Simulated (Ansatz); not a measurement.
Abridged output of a molecular run in Ansatz:

```
Functional definition: HF
1262 factors; integrals over basis functions are off by at most 1.1e-3 eV
mean field evaluation 1: about -21678.7805 eV, gradient 3.7e1 eV
mean field evaluation 2: about -21678.9288 eV, gradient 3.7e1 eV
mean field evaluation 4: about -21682.2196 eV, gradient 3.5e0 eV
mean field evaluation 8: about -21682.2734 eV, gradient 2.2e-1 eV
mean field -21682.27371089 eV, -796.8088621022 hartree, gradient 3.2e-6 eV, S^2 0.000000; 0 other end points of the search recorded, 0 dependent functions left out
12 core orbitals not correlated: weight in the atoms' cores, before any rotation towards them, 1.000 or more for the frozen orbitals, at most 0.000 for the correlated occupied ones
reference -21682.27371089 eV, -796.8088621022 hartree; 12, 12 occupied and 192, 192 virtual orbitals, 1262 factors
second order -17.81952612 eV of doubles, -0.00000000 eV of singles
cycle   1  -18.51342224 eV  change   -6.9e-1 eV  update   8.3e-2
cycle   2  -18.94156819 eV  change   -4.3e-1 eV  update   2.4e-2
cycle   3  -19.01742913 eV  change   -7.6e-2 eV  update   1.2e-2
cycle   4  -19.01004383 eV  change    7.4e-3 eV  update   3.5e-3
cycle   5  -19.00978272 eV  change    2.6e-4 eV  update   1.9e-3
cycle   6  -19.01008276 eV  change   -3.0e-4 eV  update   6.3e-4
cycle   7  -19.00988204 eV  change    2.0e-4 eV  update   2.2e-4
cycle   8  -19.00989765 eV  change   -1.6e-5 eV  update   6.4e-5
cycle   9  -19.00990381 eV  change   -6.2e-6 eV  update   1.7e-5
perturbative correction -0.73251148 eV, -0.0269193004 hartree
Total energy: -21702.01612618 eV, -797.5343824821 hartree
```

Its atoms:

Z-matrix (Å, degrees):
```
C
N 1 1.448
H 1 1.096 2 112.1
H 1 1.096 2 112.1 3 -121.4
H 1 1.092 2 109.8 3 119.3
Al 2 1.758 1 129.6 3 -119.3
H 2 1.010 1 112.1 3 60.7
Cl 6 2.100 2 117.6 1 -0.0
H 6 1.571 2 121.4 1 180.0
```

Which basis set was used?
A. def2-TZVPPD
B. def2-TZVPP
C. cc-pV(D+d)Z
D. def2-SVP

B. It gives 216 functions.

Write the keys of the input that set method, charge and spin (a neutral closed shell needs none for the last two).


```yaml
correlation: {method: ccsd_t}
```
